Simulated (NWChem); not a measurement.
Molecule: BeHOBr; SMILES [OH][Be][Br]

```xyz
4

Be     0.0014     1.1598     0.0000
Br     0.0050    -0.8114     0.0000
O      0.0554     2.5658     0.0000
H     -0.6232     3.2323     0.0000
```
Atoms are numbered in this order, from 1.

Geometry: optimised at PBE0-D3(BJ)/def2-TZVP.

Symmetry labels are those of Cs in the frame above (b1 and b2, or b-type labels, depend on it).

List the 6 lowest vertical singlet excitations and the 6 lowest triplet ones from BHandHLYP/def2-SVP, TDA (NWChem).


| state | energy (eV) | oscillator strength | symmetry | leading excitation (squared amplitude) |
|---|---|---|---|---|
| S1 | 7.25 | 0.034 | a" | HOMO → LUMO (0.95) |
| S2 | 7.35 | 0.058 | a' | HOMO−1 → LUMO (0.96) |
| S3 | 7.95 | 0.003 | a" | HOMO → LUMO+1 (0.97) |
| S4 | 8.16 | 0.006 | a' | HOMO−1 → LUMO+1 (0.62) |
| S5 | 8.35 | 0.000 | a" | HOMO−1 → LUMO+2 (0.98) |
| S6 | 8.58 | 0.128 | a" | HOMO−2 → LUMO (0.90) |
| T1 | 6.97 | spin-forbidden | a" | HOMO → LUMO (0.93) |
| T2 | 7.03 | spin-forbidden | a' | HOMO−1 → LUMO (0.93) |
| T3 | 7.60 | spin-forbidden | a' | HOMO−1 → LUMO+1 (0.84) |
| T4 | 7.77 | spin-forbidden | a" | HOMO → LUMO+1 (0.91) |
| T5 | 7.92 | spin-forbidden | a' | HOMO → LUMO+2 (0.82) |
| T6 | 8.02 | spin-forbidden | a" | HOMO−2 → LUMO (0.85) |
